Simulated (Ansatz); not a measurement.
Total energies of CH6AlNS.

```xyz
10

N    -0.419   -0.857   -0.059
C     0.156    0.492   -0.477
Al   -0.526    0.529    1.370
S     1.858    0.479   -0.912
H     0.313   -1.554    0.016
H    -1.158   -1.202   -0.659
H    -0.485    0.933   -1.236
H     0.466    0.178    2.553
H    -2.005    1.070    1.552
H     1.801   -0.068   -2.148
```

The species carries charge 0 and has multiplicity 1. The bonds changed during the relaxation, so this is another structure than the one it started from. The structure was optimised at the PBE0-D4/def2-TZVP level. It is one conformer, not always the lowest. Basis def2-TZVPP, Ansatz 0.2.0.

RPA on PBE orbitals: Hartree–Fock energy of these orbitals -735.25261 Eh, correlation -1.11491 Eh (frozen core).

```tsv
functional	kind	energy without D4 (Eh)	D4 term (kJ/mol)
r2SCAN0	meta-GGA hybrid, 25 %	-737.00474	-5.9
ωB97X-V	range-separated hybrid GGA with VV10	-737.00822	–
```

Problem. Give the same for LDA (SPW92), PBE, revPBE, BLYP, r2SCAN, B97M-V, PBE0, B3LYP, r2SCANh, HSE06 (plane-wave form), BHLYP, CAM-B3LYP, LC-ωPBE, ωB97M-V, B2PLYP, PBE-QIDH. (An estimate is asked.)

Solution. The calculation gave: 
| functional | kind | energy without D4 (Eh) | D4 term (kJ/mol) |
| --- | --- | --- | --- |
| LDA (SPW92) | LDA | -733.86819 | – |
| PBE | GGA | -736.70030 | -21.1 |
| revPBE | GGA | -736.97893 | -63.8 |
| BLYP | GGA | -737.08888 | -46.8 |
| r2SCAN | meta-GGA | -737.02453 | -5.0 |
| B97M-V | meta-GGA with VV10 | -736.97333 | – |
| PBE0 | global hybrid, 25 % exact exchange | -736.76751 | -17.8 |
| B3LYP | global hybrid, 20 % | -737.18112 | -34.4 |
| r2SCANh | meta-GGA hybrid, 10 % | -737.01623 | -5.3 |
| HSE06 (plane-wave form) | screened hybrid | -736.74847 | -16.6 |
| BHLYP | global hybrid, 50 % | -737.07341 | -26.8 |
| CAM-B3LYP | range-separated hybrid | -737.10261 | -18.1 |
| LC-ωPBE | long-range corrected hybrid | -736.88356 | – |
| ωB97M-V | range-separated hybrid meta-GGA with VV10 | -737.04809 | – |
| B2PLYP | double hybrid | -736.80671 | – |
| PBE-QIDH | double hybrid | -736.58091 | – |

B3LYP takes the VWN-RPA correlation (the form of Gaussian; ORCA's B3LYP/G). HSE06 is the plane-wave form, built on full-range PBE exchange. The double hybrids freeze the cores in their second-order part.

LC-ωPBE has ω = 0.4 bohr⁻¹.
